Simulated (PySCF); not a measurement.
3-fluoro-2-(4-fluorothiophen-2-yl)thiophene (C8H4F2S2), SMILES Fc1csc(-c2sccc2F)c1. Heavy atoms are numbered as in [F:1][c:2]1[cH:3][s:4][c:5](-[c:6]2[s:7][cH:8][cH:9][c:10]2[F:11])[cH:12]1. Hydrogens are named by the atom that carries them.

The structure is a stationary point at B3LYP-D3(BJ)/def2-SVP. Other conformers were not sampled.

Computed with PySCF with PBE/pcSseg-1.

GIAO shieldings, no solvent; atoms alike by connectivity are averaged. δ = σ(ref) − σ: ¹⁹F against CFCl3 (σ = 133.6 ppm); ¹³C against TMS (σ = 182.0 ppm); ³³S against H2S (σ = 706.5 ppm); ¹H against TMS (σ = 31.49 ppm), references at their B3LYP-D3(BJ)/def2-TZVP geometries, non-relativistic.

Computed chemical shifts:
| nucleus | atoms | count | δ (ppm) |
|---|---|---|---|
| ¹⁹F | F1 | 1 | -149.1 |
| ¹⁹F | F11 | 1 | -150.3 |
| ¹³C | C2 | 1 | 168.6 |
| ¹³C | C10 | 1 | 164.1 |
| ¹³C | C5 | 1 | 140.6 |
| ¹³C | C6 | 1 | 126.8 |
| ¹³C | C8 (CH) | 1 | 125.9 |
| ¹³C | C9 (CH) | 1 | 123.8 |
| ¹³C | C12 (CH) | 1 | 118.5 |
| ¹³C | C3 (CH) | 1 | 106.4 |
| ³³S | S7 | 1 | 419.1 |
| ³³S | S4 | 1 | 407.2 |
| ¹H | H on C12 | 1 | 7.50 |
| ¹H | H on C9 | 1 | 7.02 |
| ¹H | H on C8 | 1 | 6.91 |
| ¹H | H on C3 | 1 | 6.47 |
